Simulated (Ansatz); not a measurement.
Al2BBrClH3 (`[AlH2][BH][Al]([Cl])[Br]`). The species carries charge 0 and has multiplicity 1.

Z-matrix (Å, degrees):
```
Al
B 1 2.102
H 1 1.591 2 119.9
H 1 1.590 2 120.1 3 -178.0
Al 2 2.092 1 126.1 3 89.8
H 2 1.203 1 118.9 3 -91.1
Br 5 2.256 2 120.0 1 87.7
Cl 5 2.095 2 122.1 1 -88.7
```

(1) List the harmonic frequencies (cm⁻¹, unscaled) at PBE0-D4/def2-TZVP in Ansatz. (Estimate.)

(2) Is this a minimum?

(3) Give the ideal-gas thermochemistry at 298.15 K and 1 bar (rigid rotor, harmonic oscillator; point group C1, symmetry number 1).

Answers

(1) Computed: 31, 62, 88, 122, 190, 197, 321, 327, 468, 540, 562, 646, 669, 737, 771, 1904, 1913, 2581.

(2) Yes, all 18 modes are real.

(3) Zero-point energy 72.5 kJ/mol; H(298) − E = 98.6 kJ/mol; entropy 414.9 J/(mol·K), of which translation 173.8, rotation 128.3, vibration 112.8; G(298) − E = -25.1 kJ/mol. Modes under 100 cm⁻¹ are hindered rotations or soft bends, so the harmonic entropy is rough.
